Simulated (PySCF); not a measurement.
**C₅H₃NOS: calculation and literature**

Geometry:
| atom | x (Å) | y (Å) | z (Å) |
| --- | --- | --- | --- |
| N1 | 3.483 | 1.108 | -0.864 |
| C2 | 2.872 | 0.388 | -0.200 |
| S3 | 2.050 | -0.695 | 0.809 |
| C4 | 0.407 | -0.331 | 0.389 |
| C5 | -0.478 | -0.987 | -0.406 |
| C6 | -1.697 | -0.262 | -0.319 |
| C7 | -1.454 | 0.774 | 0.522 |
| O8 | -0.185 | 0.744 | 0.969 |
| H9 | -0.271 | -1.872 | -0.985 |
| H10 | -2.627 | -0.480 | -0.818 |
| H11 | -2.062 | 1.586 | 0.886 |

Published estimates (parent shift plus substituent increments) and measurements: δ 1H H11 7.48; H9 6.70; H10 6.36 ppm (estimated from measurements, as parent shift plus tabulated substituent increment; solution, not stated per compound (mostly CDCl3 or CCl4); Pretsch, Buehlmann, Badertscher, Structure Determination of Organic Compounds, 4th ed. (2009)).

[PySCF 2.14.0 with density-fitted response routines: NMR shieldings at B97-2/pcSseg-2/GIAO; geometry: PBE0-D3(BJ)/def2-TZVP; no solvent model; one conformer; non-relativistic]

(1) What does the calculation give, and how does it compare?

(2) How far are the unscaled 1H shifts from the references?

Answers

(1) 
Reference values: estimated from measurements, as parent shift plus tabulated substituent increment (solution, not stated per compound (mostly CDCl3 or CCl4); Pretsch, Buehlmann, Badertscher, Structure Determination of Organic Compounds, 4th ed. (2009)).
```json
{"atoms": "H11", "quantity": "δ 1H", "reference": "7.48", "computed": "7.83", "computed, scaled": "7.49"}
{"atoms": "H9", "quantity": "δ 1H", "reference": "6.70", "computed": "7.11", "computed, scaled": "6.81"}
{"atoms": "H10", "quantity": "δ 1H", "reference": "6.36", "computed": "6.73", "computed, scaled": "6.45"}
```

Computed shifts are σ(ref) − σ with the named reference compound (TMS for H and C) calculated as an isolated molecule at the same level. The measured values may be among those fitted. Empirical linear scaling, fitted to shifts measured mostly in CDCl3 for H and C (δ vs TMS): 1H (scatter 0.14 ppm rms, 0.16 ppm with the 4 outliers that the fit left out). A few per cent of atoms miss by over 2 rms, more outside the fitted compound classes.

(2) Mean signed difference +0.38 ppm, mean absolute 0.38 ppm over 3 comparisons; the largest is +0.41 ppm at H9 (hydrogen on an aromatic CH).
